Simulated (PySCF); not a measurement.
Order these species by their calculated properties.

All species are isolated and taken at one optimised geometry, non-relativistic unless stated; the electronic structure was computed with PySCF and density fitting.

The conformers computed, where there is a choice (atom-mapped SMILES and torsion angles):
- `[CH:1]#[C:2][CH2:3][C:4]([CH3:5])[F:6]`: C2–C3–C4–C5 -64°
- `[CH:1]#[C:2]/[C:3](=[C:4]/[O:5][CH3:6])[O:7][CH:8]([F:9])[F:10]`: C3–C4–O5–C6 22°, C2–C3–O7–C8 -26°, C3–O7–C8–F9 -144°
- `[CH:1]#[C:2]/[C:3](=[CH:4]\[O:5][CH2:6])[O:7][CH:8]([F:9])[F:10]`: C3–C4–O5–C6 180°, C2–C3–O7–C8 5°, C3–O7–C8–F9 156°
- `[CH3:1][C:2]([S-:3])[c:4]1[cH:5][cH:6][c:7]([Cl:8])[s:9]1`: C1–C2–C4–C5 180°
- `[O:1]=[C:2]1[CH:3]=[CH:4][CH2:5][C@@H:6]1[O:7][C:8]([F:9])[F:10]`: C5–C6–O7–C8 177°, C6–O7–C8–F9 -41°

Task: Rank by smallest rotational constant, lowest first (GFN2-xTB).
A. `O(/[C]=C(/C#C)OC(F)F)C` [radical]
B. `C#CC[C](C)F` [radical]
C. `C#C/C(=C\O[CH2])OC(F)F` [radical]
D. `C[C]([S-])c1ccc(Cl)s1` [radical]

Result: D (0.437 GHz), C (0.581 GHz), A (0.677 GHz), B (2.117 GHz).

Task: Rank by isotropic g value, highest first (unrestricted B3LYP/pcH-1, mean-field spin–orbit at GFN2-xTB geometries).
A. `c1c(Cl)sc([C](C)[S-])c1` [radical]
B. `C#C/C(=[C]/OC)OC(F)F` [radical]
C. `O=C1C=CC[C@@H]1O[C](F)F` [radical]
D. `C#CC[C](C)F` [radical]
E. `C=C[C]=C(C)F` [radical]

Result: A (2.00902), D (2.00359), C (2.00326), B (2.00264), E (2.00217).
